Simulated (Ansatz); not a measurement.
Isolated molecules relaxed with PBE0-D4/def2-TZVP in Ansatz; ΔE leaves out vibrations. CBS: MP2 limit from def2 TZ/QZ plus the TZ coupled-cluster correction, frozen cores. DFT in def2-TZVPP. B3LYP here is the variant with VWN-RPA as its local correlation; programs differ in this. Each species was taken in one conformer, which may not be the lowest.

Consider the cleavage of the Si–Si bond: `O[Si]1([SiH3])[SiH2][SiH2]1` + `CNCS` → `CNCS[SiH3]` + `O[SiH]1[SiH2][SiH2]1`.

`O[Si]1([SiH3])[SiH2][SiH2]1`:

Z-matrix (Å, degrees):
```
Si
Si 1 2.324
Si 1 2.320 2 106.8
O 1 1.652 2 111.8 3 148.0
Si 1 2.320 2 106.9 3 -64.0
H 2 1.489 1 106.1 3 31.8
H 2 1.487 1 111.8 3 -86.9
H 2 1.487 1 111.8 3 150.5
H 3 1.488 1 119.0 2 164.8
H 3 1.486 1 121.9 2 17.8
H 4 0.959 1 117.2 2 179.6
H 5 1.488 1 119.0 2 -164.9
H 5 1.486 1 121.9 2 -17.8
```

`CNCS`:

Cartesian coordinates in Å:
```
C -0.407 -0.750 1.331
N -0.161 0.446 0.556
C 0.037 0.181 -0.842
S 0.195 1.775 -1.702
H -0.507 -0.486 2.385
H 0.381 -1.516 1.240
H -1.349 -1.205 1.013
H 0.629 0.963 0.920
H -0.839 -0.353 -1.219
H 0.926 -0.426 -1.073
H 1.095 1.371 -2.610
```

`CNCS[SiH3]`:

Cartesian coordinates in Å:
```
C -0.022 0.831 -2.232
N 0.562 -0.316 -1.572
C 0.587 -0.266 -0.159
S -1.127 -0.230 0.620
Si -0.563 -0.408 2.654
H 0.540 1.728 -1.957
H -1.076 1.002 -1.975
H 0.058 0.705 -3.313
H 0.153 -1.181 -1.900
H 1.098 -1.143 0.239
H 1.104 0.637 0.170
H 0.257 0.752 3.098
H 0.243 -1.640 2.877
H -1.813 -0.470 3.449
```

`O[SiH]1[SiH2][SiH2]1`:

Z-matrix (Å, degrees):
```
Si
Si 1 2.310
Si 1 2.324 2 61.1
O 1 1.648 2 123.6 3 116.5
H 1 1.489 2 111.5 3 -102.2
H 2 1.485 1 118.5 3 -98.8
H 2 1.485 1 120.8 3 114.8
H 3 1.486 1 119.0 2 98.0
H 3 1.485 1 121.4 2 -114.3
H 4 0.959 1 116.8 2 -136.7
```

| level | ΔE (kJ/mol) | difference from CCSD(T)/CBS |
| --- | --- | --- |
| PBE0-D4 | -44.1 | 4.5 |
| B3LYP-D4 | -50.5 | -1.9 |
| ωB97X-V | -48.9 | -0.3 |
| B2PLYP | -53.0 | -4.4 |
| PBE | -44.1 | 4.5 |
| PBE0 | -45.5 | 3.1 |
| MP2/def2-TZVPP | -53.4 | -4.8 |
| SCS-MP2/def2-TZVPP | -53.6 | -5.0 |
| SCS-MP2/def2-QZVPP | -54.6 | -6.0 |
| HF/CBS(def2) | -60.0 | -11.4 |
| CCSD(T)/CBS | -48.6 | 0 |

Largest T1 diagnostic among the species: 0.015.

In def2-TZVPP, CCSD(T) changes the Hartree–Fock value by +12.8 kJ/mol (the triples alone add +0.8 kJ/mol) and MP2 by +6.5 kJ/mol.
